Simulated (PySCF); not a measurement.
Which determinant of KSi lies lowest?

Unrestricted PBE0; basis K pcseg-1, Si pcseg-1; no relativity; PySCF 2.14. Outer shells of the fragments: K 4s1; Si 3s2 3p2.

Followed along the bond (rough minima from three points):

| 2Ms+1 | unpaired | ⟨S²⟩ at the start | R at minimum (Å) | Te (eV) |
| --- | --- | --- | --- | --- |
| 4 | σ ↑, π ↑↑ | 3.75 | 3.05 | 0.00 |
| 2 | σ ↓, π ↑↑ | 1.76 | 3.10 | 0.51 |
| 2 | σ ↑, π ↑↓ | 1.76 | 3.07 | 0.52 |
| 2 | σ ↑ | 0.75 | 3.07 | 1.34 |
| 2 | π ↑ | 0.77 | none in the scan | ≤ 0.82 |

Solutions found at the starting distance of 3.060 Å, counted from the lowest of them; the search is not exhaustive and high or unbound solutions are not listed, so other states can lie among these:

```json
{"2Ms+1": "4", "unpaired": "σ ↑, π ↑↑", "term": "⁴Σ⁻", "E (eV)": "0.00", "⟨S²⟩": "3.75", "⟨Lz²⟩": "0.00", "μ (D)": "-9.86"}
{"2Ms+1": "2", "unpaired": "σ ↓, π ↑↑", "term": "mixed", "E (eV)": "0.51", "⟨S²⟩": "1.76", "⟨Lz²⟩": "0.00", "μ (D)": "-9.40"}
{"2Ms+1": "2", "unpaired": "σ ↑, π ↑↓", "term": "mixed", "E (eV)": "0.52", "⟨S²⟩": "1.76", "⟨Lz²⟩": "2.01", "μ (D)": "-9.63"}
{"2Ms+1": "2", "unpaired": "π ↑", "term": "²Π", "E (eV)": "0.89", "⟨S²⟩": "0.77", "⟨Lz²⟩": "1.00", "μ (D)": "-7.67"}
{"2Ms+1": "2", "unpaired": "σ ↑", "term": "mixed", "E (eV)": "1.34", "⟨S²⟩": "0.75", "⟨Lz²⟩": "2.00", "μ (D)": "-9.48"}
{"2Ms+1": "2", "unpaired": "π ↑", "term": "²Π", "E (eV)": "1.69", "⟨S²⟩": "0.75", "⟨Lz²⟩": "1.01", "μ (D)": "-10.10"}
{"2Ms+1": "4", "unpaired": "σ ↑↑, π ↑", "term": "⁴Π", "E (eV)": "2.04", "⟨S²⟩": "3.75", "⟨Lz²⟩": "1.00", "μ (D)": "3.21"}
{"2Ms+1": "4", "unpaired": "σ ↑, π ↑↑", "term": "mixed", "E (eV)": "3.64", "⟨S²⟩": "3.75", "⟨Lz²⟩": "2.01", "μ (D)": "1.22"}
{"2Ms+1": "4", "unpaired": "π ↑↑↑", "term": "⁴Π", "E (eV)": "3.85", "⟨S²⟩": "3.75", "⟨Lz²⟩": "1.00", "μ (D)": "1.25"}
```

A term symbol is given only where ⟨S²⟩ and ⟨Lz²⟩ are close to those of a pure state; real π, δ and φ orbitals otherwise mix terms. A positive dipole means K(−)Si(+).
